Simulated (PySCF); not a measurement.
hydronium (H3O), SMILES [OH3+], charge +1.

The structure is a stationary point at B3LYP-D3(BJ)/def2-TZVPD.

These are PySCF with PBE/def2-TZVPD values and carry that method's errors.

The molecule is in vacuum.

The total energy is -76.65222 hartree. The point group comes out as C3v and the highest occupied level is -18.65 eV. The lowest empty level is -8.20 eV and the orbital gap is 10.44 eV. The dipole moment about the centre of nuclear charge is 1.38 D. The mean static polarisability is 6.7 bohr³ (1.00 Å³) and the polarisability, principal values comes out as 5.9, 7.1, 7.1 bohr³.
